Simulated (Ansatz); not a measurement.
Frontier orbitals of C2ClF5, SMILES `FC(F)(F)C(F)(F)Cl`.

Charge 0, multiplicity 1. Geometry: relaxed with PBE0-D4/def2-TZVP. Basis def2-TZVPP, the Gaussian-basis code of Ansatz.

Orbital energies of one run (eV). Highest occupied ones, from the top: -10.38, -10.40, -11.45, -13.01, -13.24, -13.28, -13.63, -13.74, -14.20, -14.60, -14.68, -14.96, -16.60, -17.43. Empty: 0.05, 1.95, 2.60, 3.49, 4.55, 5.15.

(1) Which functional gave them?
A. revPBE
B. ωB97X-V
C. CAM-B3LYP
D. r2SCAN0

## Answers

(1) D. HOMO energies: r2SCAN0 -10.38, CAM-B3LYP -11.59, ωB97X-V -12.62, revPBE -8.45 eV.
